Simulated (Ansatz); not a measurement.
Frontier orbitals of FGaH₄O₂Si, SMILES `O[SiH](F)[O][GaH2]`.

Charge 0, multiplicity 1. Correlated methods include outer-core shells of Ga, which these sets cover unevenly. Scalar relativity is left out up to krypton. All single points use the PBE0-D4/def2-TZVP geometry. It is one conformer, not always the lowest. Basis def2-TZVPP, Ansatz.

| functional | HOMO (eV) | LUMO (eV) | gap (eV) |
| --- | --- | --- | --- |
| PBE | -6.93 | -1.50 | 5.43 |
| revPBE | -6.88 | -1.37 | 5.51 |
| BLYP | -6.83 | -1.44 | 5.39 |
| r2SCAN | -7.26 | -1.09 | 6.17 |
| B97M-V | -7.38 | -1.38 | 6.00 |
| PBE0 | -8.30 | -0.67 | 7.63 |
| r2SCANh | -7.77 | -0.82 | 6.95 |
| HSE06 (plane-wave form) | -7.89 | -1.03 | 6.86 |
| BHLYP | -9.58 | 0.08 | 9.66 |
| ωB97X-V | -10.71 | 1.27 | 11.98 |
| ωB97M-V | -10.55 | 0.96 | 11.51 |

Against PBE, PBE0 changes HOMO and LUMO by −1.37 and +0.83 eV, ωB97M-V by −3.63 and +2.46 eV. A gap of 5.43 eV thus becomes 11.51 eV for the same molecule, so an orbital gap means little without its functional. A positive LUMO is unbound and depends on the basis.
